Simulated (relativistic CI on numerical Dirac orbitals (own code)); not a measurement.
Slater and spin-orbit integrals, Yb XIII

Calculated at this level of theory: Dirac-Coulomb-Breit CI, orbitals from a KLI potential per configuration, QED by a radiative potential, unscaled Slater integrals (own radial code, finite nucleus).

Slater integrals F^k, G^k are unscaled and averaged over j, outside the closed core [Ar] 3d10 4p6 4d10; ζ comes from projecting the Hamiltonian with its Breit term on Σ l·s of the shell.

- 4s²4f¹⁰5s²: F^2(4f,4f) = 163050, F^4(4f,4f) = 103820, F^6(4f,4f) = 75135, ζ(4f) = 3407 cm⁻¹; <r>(4f) = 0.6094, <r^2>(4f) = 0.4453 (bohr units).
- 4s²4f⁹5s²5p: F^2(4f,4f) = 166770, F^4(4f,4f) = 106370, F^6(4f,4f) = 77040, ζ(4f) = 3578.6, F^2(4f,5p) = 72340, G^2(4f,5p) = 28624, G^4(4f,5p) = 24549, ζ(5p) = 59724 cm⁻¹; <r>(4f) = 0.5982, <r^2>(4f) = 0.4277, <r>(5p) = 1.129, <r^2>(5p) = 1.421 (bohr units).
- 4s²4f¹²: F^2(4f,4f) = 156850, F^4(4f,4f) = 99599, F^6(4f,4f) = 71999, ζ(4f) = 3141.8 cm⁻¹; <r>(4f) = 0.6291, <r^2>(4f) = 0.4763 (bohr units).

Averages of the first 10 configurations, taken without configuration mixing, which lowers the lowest level and can move excited configurations by several eV; other configurations of the list can lie among them:

| Configuration | Parity | States | Average energy above the lowest level (eV) |
| --- | --- | --- | --- |
| 4s²4f¹⁰5s² | even | 1001 | 9.8 |
| 4s²4f⁹5s²5p | even | 12012 | 24.2 |
| 4s²4f¹² | even | 91 | 60.4 |
| 4s²4f¹⁰5s5p | odd | 12012 | 43.7 |
| 4s²4f¹¹5s | odd | 728 | 32.6 |
| 4s²4f¹¹6s | odd | 728 | 150.3 |
| 4s²4f¹⁰6s² | even | 1001 | 253.1 |
| 4s4f¹¹5s² | odd | 728 | 503.8 |
| 4s4f¹²5s | even | 364 | 524.7 |
| 4f¹²5s² | even | 91 | 1000.4 |
